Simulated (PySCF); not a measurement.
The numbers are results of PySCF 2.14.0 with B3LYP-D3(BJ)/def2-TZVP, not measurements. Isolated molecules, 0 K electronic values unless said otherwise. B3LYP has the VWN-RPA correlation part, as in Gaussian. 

Reference species (SMILES): `C1CC12C[SiH2]2` (neutral, multiplicity 1).

The LUMO is -0.07 eV and the HOMO is -6.60 eV.

Changed species: `[SiH3]C1=CCC1`.

Question: Predict the effect on the LUMO and HOMO.

Answer: the LUMO decreases by 0.36 eV, to -0.43 eV; the HOMO falls by 0.50 eV, to -7.10 eV.
